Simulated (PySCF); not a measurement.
# Simulated absorption spectrum

Species: C6H9GaN2.
Z-matrix (Å and degrees, PBE0-D3(BJ)/def2-SVP geometry), rows numbered from 1:
```
C 
N   1  1.2572
Ga  2  1.9037  1  128.75
N   3  2.1124  2   93.49  1  -179.60
C   4  1.3374  3  119.19  2     0.33
C   5  1.3915  4  121.46  3   179.87
C   6  1.3917  5  118.94  4     0.00
C   7  1.3944  6  119.04  5    -0.02
C   4  1.3362  3  120.79  2  -179.82
H   1  1.1148  2  125.60  3    -0.06
H   1  1.1127  2  121.13  3  -179.99
H   3  1.5783  2  116.12  1    76.37
H   3  1.5785  2  115.91  1   -75.73
H   5  1.0982  4  113.98  3    -0.09
H   6  1.0913  5  119.69  4  -180.00
H   7  1.0927  6  120.57  5  -179.99
H   8  1.0911  7  121.50  6  -179.99
H   9  1.0939  4  116.37  3     0.13
```

The calculation used PySCF 2.14.0, density-fitted response routines, TDDFT B3LYP/def2-SVPD, vertical, gas phase, core orbitals frozen in the response. The B3LYP/def2-SVPD calculation is non-relativistic and has no spin–orbit coupling, an omission that weighs most on gallium.

Computed states:

```
state  E (eV)       f
   S1    2.81  0.0001
   S2    3.34  0.0000
   S3    3.89  0.0000
   S4    4.35   0.034
   S5    4.88  0.0075
   S6    5.10   0.051
   S7    5.23  0.0007
   S8    5.45  0.0037
   S9    5.52   0.037
  S10    5.74   0.040
```

Each state is given a Gaussian of 0.4 eV full width at half maximum, with ε(max) = 2.175×10⁸ f / Δν̃ (Δν̃ the width in cm⁻¹). The cross-section is σ = 3.8235×10⁻²¹ ε cm², given in Mb (10⁻¹⁸ cm²). The width is an assumption, not a result. The curve ends short of the highest state used, and states not computed would add to its high-energy end.

**Question.** Give the broadened spectrum and its maxima.

**Answer.** 
(λ (nm), σ (Mb)): (241.3, 14.48), (247.1, 13.21), (252.9, 8.59), (258.7, 4.50), (264.6, 2.86), (270.4, 3.80), (276.2, 6.27), (282.0, 8.36), (287.9, 8.48), (293.7, 6.65), (299.5, 4.16), (305.4, 2.10), (311.2, 0.90), (317.0, 0.33), (322.8, 0.11), (328.7, 0.03), (334.5, 0.01), (340.3, 0.00), (346.1, 0.00), (352.0, 0.00), (357.8, 0.00), (363.6, 0.00), (369.5, 0.00), (375.3, 0.00), (381.1, 0.00), (386.9, 0.00), (392.8, 0.01), (398.6, 0.01), (404.4, 0.01), (410.2, 0.02), (416.1, 0.02), (421.9, 0.03), (427.7, 0.03), (433.6, 0.03), (439.4, 0.04), (445.2, 0.04), (451.0, 0.03), (456.9, 0.03), (462.7, 0.03), (468.5, 0.02), (474.3, 0.02), (480.2, 0.01), (486.0, 0.01), (491.8, 0.01), (497.7, 0.01), (503.5, 0.00), (509.3, 0.00), (515.1, 0.00), (521.0, 0.00), (526.8, 0.00), (532.6, 0.00), (538.4, 0.00), (544.3, 0.00), (550.1, 0.00), (555.9, 0.00), (561.8, 0.00)

Maxima: 442 nm (2.81 eV), ε about 9.4, made up of S1 (100%); 285 nm (4.35 eV), ε about 2300, made up of S4 (100%); 243 nm (5.11 eV), ε about 3800, made up of S6 (90%) (ε in L mol⁻¹ cm⁻¹; maxima over ε = 5, shares over 10%).

**Question.** Does any computed singlet lie in the visible range?

**Answer.** S1 lies in the visible range (380 to 750 nm), at 442 nm, dark in the vertical dipole picture (f under 0.0005); light of that wavelength is blue, and its complementary colour is yellow; a Tamm–Dancoff triplet lies at 443 nm, without intensity as long as spin–orbit coupling is left out.

**Question.** Coming from long wavelengths, where does ε first pass 100 L mol⁻¹ cm⁻¹?

**Answer.** At about 316 nm (3.92 eV), 1.12 eV above S1.

**Question.** What would ε be at 5.11 eV, the highest of these maxima, with half the width (0.2 eV)?

**Answer.** About 6890 L mol⁻¹ cm⁻¹ against 3820, a factor of about 1.8; a lone state at its own centre would give exactly 2.

The vertical ionisation energy (ΔSCF) is 7.73 eV, 1.99 eV above S10.

One conformer stands for the species.
